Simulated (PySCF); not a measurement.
ClGeH3S3, SMILES [SH][Ge]([SH])([SH])[Cl].

Geometry optimised at ωB97X-D3(BJ)/def2-SVP. The structure was generated by enumeration, and PubChem lists no compound with its InChIKey, so it may never have been made. One conformer was computed; it need not be the lowest.

These are TDDFT-B3LYP/def2-SVPD (PySCF) values and carry that method's errors.

Vertical excitations. 

Computed UV-visible absorptions:
```tsv
state	energy (eV)	λ (nm)	f	main pairs
S1	4.63	268	0.010	HOMO→LUMO 98 %
S2	4.93	252	0.024	HOMO−1→LUMO 94 %
S3	5.13	242	0.020	HOMO−2→LUMO 93 %
S4	5.76	215	0.004	HOMO→LUMO+1 93 %
S5	6.03	206	0.028	HOMO−1→LUMO+1 81 %
S6	6.15	202	0.010	HOMO−3→LUMO 40 %, HOMO−2→LUMO+1 19 %, HOMO→LUMO+2 13 %, HOMO→LUMO+4 10 %
S7	6.16	201	0.032	HOMO−3→LUMO 48 %, HOMO−4→LUMO 19 %, HOMO−2→LUMO+1 11 %, HOMO−1→LUMO+2 8 %
S8	6.20	200	0.008	HOMO−4→LUMO 49 %, HOMO−2→LUMO+1 29 %, HOMO→LUMO+3 13 %
S9	6.25	199	0.034	HOMO→LUMO+2 66 %
S10	6.42	193	0.008	HOMO→LUMO+3 56 %, HOMO−1→LUMO+2 18 %, HOMO−2→LUMO+1 13 %
T1	4.27	290	0	HOMO→LUMO 96 %
T2	4.52	275	0	HOMO−1→LUMO 95 %
T3	4.73	262	0	HOMO−2→LUMO 95 %
T4	5.49	226	0	HOMO→LUMO+1 79 %
```
Triplets are in the Tamm–Dancoff approximation, which puts them higher than full response would, so one can lie above its singlet here.
